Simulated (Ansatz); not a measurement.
CH5Ga (SMILES [CH3][GaH2]) moved off its minimum; all values from Ansatz (an electronic-structure program), cores frozen in correlated methods.
(charge 0, multiplicity 1)
```xyz
7

Ga     0.1022    -0.2966    -0.2637
H     -1.3354    -0.4078    -1.2453
H      1.4254    -0.7070    -0.9531
C     -0.0345     0.7534     1.4000
H     -0.0584     1.7168     1.2559
H      0.8012     0.5697     2.0548
H     -0.9715     0.4127     1.9388
```

| level | largest force (eV/Å) | on atom | rms difference from CCSD(T)/cc-pVTZ (eV/Å) | dipole (D) |
|---|---|---|---|---|
| HF/def2-TZVPP | 6.23 | C4 | 0.126 | 1.26 |
| PBE/def2-TZVPP | 6.23 | C4 | 0.121 | 1.18 |
| r2SCAN/def2-TZVPP | 6.25 | C4 | 0.135 | 1.20 |
| B3LYP/def2-TZVPP | 6.11 | C4 | 0.082 | 1.19 |
| wB97M-V/def2-TZVPP | 6.21 | C4 | 0.136 | 1.18 |
| MP2/cc-pVTZ | 6.19 | C4 | 0.063 | 1.18 |
| CCSD(T)/cc-pVTZ | 6.12 | C4 | 0.000 | 1.15 |

The differences count from one level among others, with limits of its own. Forces at CCSD(T)/cc-pVTZ (eV/Å):

```csv
atom,Fx,Fy,Fz
Ga1,-1.676,0.597,-1.235
H2,1.149,-0.100,0.901
H3,0.552,-0.379,-0.117
C4,-0.901,-5.833,1.609
H5,-0.446,5.406,-1.035
H6,0.380,-0.249,0.362
H7,0.942,0.559,-0.485
```
